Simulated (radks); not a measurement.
Task: The mean radii <r> (bohr) of the occupied orbitals of an atom or ion are listed with their occupations. All-electron calculation, scalar-relativistic Kohn-Sham, SCAN, spin-unpolarised, spherical densities, finite nucleus; meta-GGA in the generalised Kohn-Sham scheme; Fermi nuclear charge, rms radius of each element as measured or else 0.836 A^(1/3) + 0.57 fm. Program: a radial shooting solver on a logarithmic mesh with Libxc functionals.

orbital  occ.      <r>
1s          2  0.03186
2s          2   0.1382
2p          6   0.1206
3s          2   0.3783
3p          6   0.3781
3d         10   0.3576
4s          2   0.9486
4p          6    1.042
4d          9    1.453

Name the element and its charge.

Result: Z = 46, palladium, charge +1: Pd+ in [Kr] 4d9. The 1s radius gives Z: for a bare nucleus <r> = (2 gamma + 1)/(2Z) with gamma = sqrt(1 - (Z/c)^2), 0.03135 bohr for Z = 46, and screening makes it slightly larger (0.03186 here). The occupations add up to 45, and the charge is Z minus that.
